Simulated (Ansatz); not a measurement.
Computed with Ansatz on PBE0-D4/def2-TZVP structures; ΔE is electronic, products minus reactants. CCSD(T)/CBS adds triple-zeta CCSD(T) − MP2 to the extrapolated MP2 energy (def2 sets, frozen cores). DFT in def2-TZVPP. Each species was taken in one conformer, which may not be the lowest.

Consider the formal exchange of groups at a B–Si bond: `B[SiH](F)[SiH2]N` + `OCC#CF` → `BCC#CF` + `N[SiH2][SiH](O)F`.

`B[SiH](F)[SiH2]N`:

Z-matrix (Å, degrees):
```
Si
F 1 1.612
Si 1 2.361 2 110.4
B 1 1.985 2 114.3 3 121.4
H 1 1.493 2 107.2 3 -115.5
N 3 1.720 1 110.7 2 66.4
H 3 1.498 1 105.5 2 -167.3
H 3 1.488 1 110.4 2 -52.0
H 4 1.195 1 124.4 2 -12.7
H 4 1.198 1 117.5 2 172.6
H 6 1.006 3 121.4 1 51.8
H 6 1.007 3 120.0 1 -160.9
```

`OCC#CF`:

```xyz
8

O    -0.430    1.676   -0.052
C     0.107    0.573    0.643
C    -0.021   -0.690   -0.081
C    -0.115   -1.707   -0.701
F    -0.220   -2.794   -1.356
H    -0.042    1.693   -0.931
H     1.164    0.734    0.893
H    -0.442    0.513    1.585
```

`BCC#CF`:

```xyz
9

B    -1.529    0.060    0.124
C    -0.093    0.663    0.024
C     1.028   -0.253   -0.089
C     1.935   -1.025   -0.180
F     2.908   -1.846   -0.278
H    -2.448    0.822    0.218
H    -1.732   -1.116    0.110
H     0.034    1.327    0.892
H    -0.104    1.368   -0.822
```

`N[SiH2][SiH](O)F`:

```xyz
11

N     1.175   -0.641    1.023
Si   -0.550   -0.571    0.791
Si   -0.744    0.687   -1.190
O     0.797    1.107   -1.559
F    -1.638    1.988   -0.912
H     1.714   -1.221    0.396
H     1.517   -0.757    1.966
H    -1.238   -1.896    0.718
H    -1.100    0.161    1.962
H    -1.326    0.052   -2.394
H     1.393    1.091   -0.802
```

| level | ΔE (kJ/mol) |
| --- | --- |
| r2SCAN | -220.9 |
| HF/def2-TZVPP | -228.4 |
| MP2/def2-TZVPP | -238.8 |
| HF/CBS(def2) | -229.5 |

Task: What does CCSD(T)/CBS give? (An estimate is asked.)

Result: Ansatz gave: -227.9 kJ/mol. The listed levels differ from it by 7.0, -0.5, -10.9, -1.6 kJ/mol.

Largest T1 diagnostic among the species: 0.013.

From PBE to PBE0 (25 % exact exchange), in def2-TZVPP and without D4, ΔE moves by −8.6 kJ/mol.
